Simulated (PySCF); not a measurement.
H2AlO2 (SMILES [OH][Al+][OH]), charge +1, singlet, at a GFN2-xTB geometry (such geometries of metal compounds can be far from the true shape). Base run: PySCF with R2SCAN/STO-3G.

Here is a job for PySCF.
```python
from pyscf import gto, scf, dft

mol = gto.Mole()
mol.atom = '''
    Al    0.00132080    0.02336884    0.00560416
    O     1.23746324    0.11111106   -1.01695056
    H     1.88158776    0.60380242   -1.53726831
    O    -1.24415863   -0.22957239    0.98854196
    H    -1.84519501    0.04009327    1.69168308
'''
mol.basis = 'sto-3g'
mol.charge = 1
mol.verbose = 4
mol.build()

mf = dft.RKS(mol)
mf.xc = 'r2scan'
mf.kernel()
mf.analyze()
```

The base run was repeated with changes; each row names its change, and settings that it needs were set with it.

```csv
change,ΔE vs base (mEh),SCF cycles,outcome
base,0.000,9,converged
init_guess = sap,0.000,10,converged
conv_tol = 1e-12,0.000,11,converged
diis = off; damp = 0.3 (with mf.diis_start_cycle = 200; with mf.max_cycle = 150),-,150,not converged
level_shift = 0.1 (with mf.max_cycle = 100),0.000,10,converged
conv_tol = 1e-11,0.000,10,converged
init_guess = 1e,0.000,11,converged
level_shift = 0.5 (with mf.max_cycle = 100),0.000,16,converged
conv_tol_grad = 1e-3,0.000,9,converged
conv_tol = 1e-4,0.000,6,converged
init_guess = atom,0.000,9,converged
diis = off; damp = 0.6 (with mf.diis_start_cycle = 200; with mf.max_cycle = 150),0.000,15,converged
level_shift = 0.3 (with mf.max_cycle = 100),0.000,15,converged
```
